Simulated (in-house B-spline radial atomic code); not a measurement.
Configurations of Zn IX (Zn8+), with energies counted from [Ar] 3d4. Level of theory: Dirac-Hartree-Fock, average of configuration, Fermi nucleus of rms radius 3.9283 fm; calculated with an all-electron radial atomic-structure program (B-spline basis). Energies include first-order Breit, QED and recoil terms.

Occupations are held fixed; configurations that lie above the ionisation limit could autoionise.

```
       configuration  E - E(ref) (eV)  highest orbital  its <r> (bohr)
        [Ar] 3d3 4p1           87.958            4p3/2           1.567
        [Ar] 3d3 5s1           130.57            5s1/2           2.637
        [Ar] 3d3 5p1           136.97            5p3/2           2.802
[Ne] 3s2 3p5 3d4 4s1           152.47            4s1/2           1.471
        [Ar] 3d3 7s1           170.01            7s1/2           5.959
        [Ar] 3d3 7p1           171.95            7p3/2            6.26
        [Ar] 3d3 7g1           178.39            7g9/2           7.034
[Ne] 3s2 3p5 3d4 4f1           209.11            4f7/2           1.866
[Ne] 3s2 3p5 3d4 5s1           210.01            5s1/2           2.639
[Ne] 3s2 3p5 3d4 5f1           234.67            5f7/2           3.318
[Ne] 3s2 3p5 3d4 7s1           249.42            7s1/2           5.961
```

Q: Order these further configurations by energy, lowest first.
A. [Ne] 3s2 3p5 3d4 6f1
B. [Ar] 3d3 5f1
C. [Ar] 3d3 6p1
D. [Ar] 3d3 4f1
E. [Ne] 3s2 3p5 3d4 6g1

A: D (129.78 eV), B (155.3 eV), C (159.57 eV), A (248.71 eV), E (249.65 eV).

Q: How far above the reference does [Ne] 3s2 3p5 3d4 7g1 lie?

A: 257.79 eV; its least bound orbital is 7g9/2 with <r> = 7.033 bohr.

Q: How far above the reference does [Ne] 3s2 3p5 3d4 7f1 lie?

A: 257.17 eV; its least bound orbital is 7f7/2 with <r> = 7.24 bohr.

Q: How far above the reference does [Ar] 3d3 7f1 lie?

A: 177.78 eV; its least bound orbital is 7f7/2 with <r> = 7.243 bohr.

Q: One of these lies 80.86 eV from the reference. Which?
A. [Ne] 3s2 3p5 3d5
B. [Ar] 3d3 6s1
C. [Ne] 3s2 3p5 3d4 6s1

A: A.
